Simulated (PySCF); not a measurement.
Some computed properties have been withheld. Give your best values.

Compound: C₇H₅FO₂.
Numbering: `[CH2:1]=[CH:2][c:3]1[cH:4][c:5]([F:6])[o:7][c:8](=[O:9])[cH:10]1` (hydrogens: H11, H12 on C1; H13 on C2; H14 on C4; H15 on C10)

Geometry (GFN2-xTB, Å), atoms numbered from 1 in this order:
```xyz
15
C7H5FO2 angstrom
C      2.1095    1.5612   -0.3161
C      1.6125    0.3428   -0.4986
C      0.2760   -0.1020   -0.1352
C     -0.6730    0.7760    0.4822
C     -1.8806    0.2627    0.7770
F     -2.8350    0.9923    1.3522
O     -2.2773   -0.9714    0.5532
C     -1.4084   -1.9006   -0.0500
O     -1.8266   -3.0100   -0.2287
C     -0.1061   -1.3903   -0.3815
H      1.5509    2.3638    0.1335
H      3.1144    1.8004   -0.6177
H      2.2273   -0.4201   -0.9570
H     -0.4513    1.8018    0.7084
H      0.5633   -2.0985   -0.8437
```

```json
{"property": "point group of the GFN2-xTB geometry", "level": "GFN2-xTB", "value": "Cs"}
{"property": "rotational constants A, B, C of the GFN2-xTB geometry", "level": "GFN2-xTB", "value": "?"}
{"property": "dipole moment", "level": "PBE0/def2-SVPD", "value": "?"}
{"property": "HOMO energy", "level": "PBE0/def2-SVPD", "value": "-7.15 eV"}
{"property": "LUMO energy", "level": "PBE0/def2-SVPD", "value": "?"}
{"property": "lowest singlet excitation", "level": "TDDFT PBE0/def2-SVPD", "value": "4.09 eV (303 nm, f = 0.137)"}
{"property": "strongest line among the 6 lowest singlet transitions", "level": "TDDFT PBE0/def2-SVPD", "value": "?"}
{"property": "lowest triplet excitation (Tamm–Dancoff)", "level": "TDA PBE0/def2-SVPD", "value": "2.62 eV"}
{"property": "static isotropic polarisability", "level": "PBE0/def2-SVPD", "value": "?"}
{"property": "electronic spatial extent ⟨r²⟩ about the centre of nuclear charge", "level": "PBE0/def2-SVPD", "value": "?"}
{"property": "13C chemical shifts (computed TMS as zero) by class", "level": "GIAO PBE0/pcSseg-1", "value": "173.7 (C5), 161.9 (C8), 158.5 (C3), 141.8 (C2), 129.7 (C1), 116.1 (C10), 82.6 (C4) ppm"}
{"property": "1H chemical shifts (computed TMS as zero) by class", "level": "GIAO PBE0/pcSseg-1", "value": "6.74 (H13), 6.22 (H11), 6.05 (H12), 5.98 (H15), 5.88 (H14) ppm"}
{"property": "isotropic shieldings of nuclei other than C and H, by class", "level": "GIAO PBE0/pcSseg-1", "value": "-88 (O9), 34 (O7), 238 (F6) ppm"}
```

The electronic properties come from PySCF, for the isolated species, density fitting.

Q: Give the LUMO energy.

A: -2.46 eV.

Q: Give the rotational constants A, B, C of the GFN2-xTB geometry.

A: 1.966, 1.112, 0.710 GHz.

Q: What is the dipole moment?

A: 5.32 D.

Q: What is the electronic spatial extent ⟨r²⟩ about the centre of nuclear charge?

A: 1482 bohr².

Q: What is the static isotropic polarisability?

A: 95.0 au.

Q: Give the strongest line among the 6 lowest singlet transitions.

A: S4 at 5.91 eV (210 nm, f = 0.510).

The polarisability is 14.08 Å³ as a volume (1 au = 0.148185 Å³), or 1.32 au for each of the 72 electrons. The vertical singlet–triplet gap S1 − T1 is 1.47 eV (TDDFT singlet less Tamm–Dancoff triplet; S1: HOMO→LUMO, weight 0.94; T1: HOMO→LUMO, weight 0.91). A dipole of 5.32 D is allowed in Cs, and pure rotational transitions are dipole-allowed. In wavenumbers S1 is 33000 cm⁻¹ (1 eV = 8065.54 cm⁻¹). No computed singlet falls in the visible range (750 to 380 nm, 1.65 to 3.26 eV); S1 lies 0.83 eV above its blue end. With B = h/(8π²I), that is 505.379 GHz u Å² over I, the principal moments of inertia are 257.1, 454.3 and 711.4 u Å² (most abundant isotopes).

One conformer stands for the species.
